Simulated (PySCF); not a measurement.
A structure optimised at PBE0-D3(BJ)/def2-TZVP, used in a PySCF frequency run:

```
B
O 1 1.3477
H 2 0.9606 1 113.50
H 1 1.1960 2 116.80 3 180.00
H 1 1.2018 4 122.57 2 180.00
```

Problem. Write its SMILES, formula and point group.

Solution. BO, BH3O, Cs

Problem. What are its rotational constants (standard atomic weights)?

Solution. 172.41, 30.883, 26.192 GHz
